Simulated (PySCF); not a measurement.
1,1,1,3,3,3-hexafluoropropan-2-yl 2-fluoroprop-2-enoate (C6H3F7O2), SMILES C=C(F)C(=O)OC(C(F)(F)F)C(F)(F)F.

Geometry optimised at PBE-D3(BJ)/def2-SVP. One conformer was computed; it need not be the lowest.

Level of theory: M06-2X/def2-SVP in PySCF.

Symmetry labels are those of the subgroup Cs that the program uses (full group Cs).

Computed valence orbital energies around the gap with their symmetry:
| orbital | symmetry | energy (eV) |
|---|---|---|
| HOMO−7 | A" | -14.33 |
| HOMO−6 | A' | -13.86 |
| HOMO−5 | A' | -13.50 |
| HOMO−4 | A" | -13.43 |
| HOMO−3 | A' | -12.99 |
| HOMO−2 | A" | -11.56 |
| HOMO−1 | A' | -11.05 |
| HOMO | A" | -9.76 |
| LUMO | A" | -1.26 |
| LUMO+1 | A' | 2.36 |
| LUMO+2 | A" | 2.73 |
| LUMO+3 | A' | 2.89 |
